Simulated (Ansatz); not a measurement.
Input for Ansatz (a program for electronic structure): R-CCSD(T)/cc-pVQZ on BrGeHO (SMILES [OH][Ge][Br]), a point of a torsion scan. The run froze 29 orbitals, filled d shells among them.

Ansatz 0.2 input:
```yaml
crystal:
  periodic: [false, false, false]
  atoms:
    - {symbol: O, position_ang: [-0.97770133, 0.04196231, 0.08055130]}
    - {symbol: Ge, position_ang: [0.37623891, 1.09098222, -0.09397664]}
    - {symbol: Br, position_ang: [0.24344068, 1.67536966, -2.40832661]}
    - {symbol: H, position_ang: [-1.57852985, -0.68891759, -0.02574782]}
basis:
  gaussian:
    orbitals: cc-pVQZ
magnetization: {spin_polarized: false}
correlation: {method: ccsd_t, electrons: outside_noble_gas}
scf: {lower_state_search: off}
```

It printed:

```
WARN ansatz: RAYON_NUM_THREADS=1 ignored (pool sized by the plan → 1); use --threads N
Functional definition: HF
these checks for a lower state are left out or cut short: stability, starts, cluster_reference, orbital_swaps, neighbouring_geometries, increment
integrals: 1.10 GiB planned
1405 factors; integrals over basis functions are off by at most 7.9e-4 eV
mean field: 0.89 GiB planned
mean field evaluation 1: about -128527.9784 eV, gradient 3.9e1 eV
mean field evaluation 2: about -128528.0292 eV, gradient 3.9e1 eV
mean field evaluation 4: about -128530.8538 eV, gradient 2.5e0 eV
mean field evaluation 8: about -128530.8893 eV, gradient 3.6e-1 eV
mean field evaluation 16: about -128530.8902 eV, gradient 1.4e-6 eV
mean field -128530.89021830 eV, -4723.4230941561 hartree, gradient 1.4e-6 eV, S^2 0.000000; 0 other end points of the search recorded, 0 dependent functions left out
29 core orbitals not correlated
reference -128530.89021830 eV, -4723.4230941561 hartree; 9, 9 occupied and 183, 183 virtual orbitals, 1405 factors
second order -14.64667430 eV of doubles, -0.00000000 eV of singles
coupled cluster: 1.27 GiB planned
cycle   1  -14.70951294 eV  change   -6.3e-2 eV  update   9.2e-2
cycle   2  -15.04044932 eV  change   -3.3e-1 eV  update   3.1e-2
cycle   3  -15.13535730 eV  change   -9.5e-2 eV  update   1.8e-2
cycle   4  -15.12157493 eV  change    1.4e-2 eV  update   4.7e-3
cycle   5  -15.11806291 eV  change    3.5e-3 eV  update   2.2e-3
cycle   6  -15.11892434 eV  change   -8.6e-4 eV  update   7.7e-4
cycle   7  -15.11857325 eV  change    3.5e-4 eV  update   3.0e-4
cycle   8  -15.11855749 eV  change    1.6e-5 eV  update   9.0e-5
cycle   9  -15.11859615 eV  change   -3.9e-5 eV  update   3.4e-5
cycle  10  -15.11858299 eV  change    1.3e-5 eV  update   1.4e-5
perturbative correction -0.67319073 eV, -0.0247393029 hartree
Total energy: -128546.68199202 eV, -4724.0034311361 hartree
Checks for a lower state left out: stability, starts, cluster_reference, orbital_swaps, neighbouring_geometries, increment
```

The run converged.

Cost: roughly 2.2 core-minutes.
